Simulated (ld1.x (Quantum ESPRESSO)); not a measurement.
Varying the TM semilocal potential for nickel

Base potential:

- Element: Ni
- Generator: ld1.x (Quantum ESPRESSO) 7.5
- Type: norm-conserving Troullier–Martins (semilocal form)
- Functional: PBE
- Relativity: scalar-relativistic
- Frozen core: [Ne]
- Valence charge: 18
- Reference configuration: 3s2 3p6 3d8 4s0 4p0 (charge +2)
- Partial waves: 3s (bound): rc 1.25 bohr; 3d (bound): rc 1.05 bohr; 3p (bound): rc 1.25 bohr
- Local potential: the p channel
- Core correction: none

Cutoffs, loose and tight: the cutoffs (Ry, on a coarse ladder) from which the occupation-weighted sum of valence levels, in a spherical-Bessel basis at the reference potential, stays within 10 and 1 mRy of its value at 400 Ry. They do not see the model core or the augmentation charge, which bear on the density cutoff. Test errors are all-electron minus pseudo excitation energies from the reference, over the configurations 3s2 3p6 3d8 4s2 4p0; 3s2 3p6 3d8 4s1 4p0; 3s2 3p6 3d7 4s0 4p0; 3s2 3p5 3d8 4s2 4p0; 3s2 3p6 3d6 4s0 4p0; 3s2 3p6 3d7 4s2 4p0; 3s2 3p6 3d7 4s2 4p1. A dash means not determined; rows that change the core or the reference have their own tests.

A semilocal file is local in each channel, so a ghost entry of none says nothing of the separable form that plane-wave codes build from it.

```tsv
change	outcome	cutoff, loose	cutoff, tight	bound ghosts	largest test error (meV)
base	generated	200 Ry	300 Ry	none	+3638
wave 3s (bound): rc 1.25 bohr becomes 3s (bound): rc 0.94 bohr	generated	200 Ry	over 300 Ry	none	+812
wave 3s (bound): rc 1.25 bohr becomes 3s (bound): rc 1.30 bohr	generated	200 Ry	300 Ry	none	+4419
wave 3s (bound): rc 1.25 bohr becomes 3s (bound): rc 1.54 bohr	generated	200 Ry	300 Ry	none	+6939
wave 3s (bound): rc 1.25 bohr becomes 3s (bound): rc 1.72 bohr	generated	200 Ry	300 Ry	none	+7550
wave 3s (bound): rc 1.25 bohr becomes 3s (bound): rc 1.86 bohr	generated	200 Ry	300 Ry	none	+7320
```

What comes out with this change to the base: wave 3s (bound): rc 1.25 bohr becomes 3s (bound): rc 1.14 bohr?

outcome: generated; cutoff, loose: 200 Ry; cutoff, tight: 300 Ry; bound ghosts: none; largest test error (meV): +2587.

What comes out with this change to the base: wave 3s (bound): rc 1.25 bohr becomes 3s (bound): rc 0.82 bohr?

outcome: generated; cutoff, loose: 230 Ry; cutoff, tight: over 300 Ry; bound ghosts: none; largest test error (meV): +310.

What comes out with this change to the base: wave 3s (bound): rc 1.25 bohr becomes 3s (bound): rc 1.38 bohr?

outcome: generated; cutoff, loose: 200 Ry; cutoff, tight: 300 Ry; bound ghosts: none; largest test error (meV): +5218.

Reading the sweep of the s radius (base included, trends over the rows without a ghost): The loose cutoff stays near 200 Ry. The median size of the test errors (rows with all tests solved) is not monotonic: lowest 183.6 meV at 0.82 bohr, highest 4796.2 meV at 1.72 bohr.
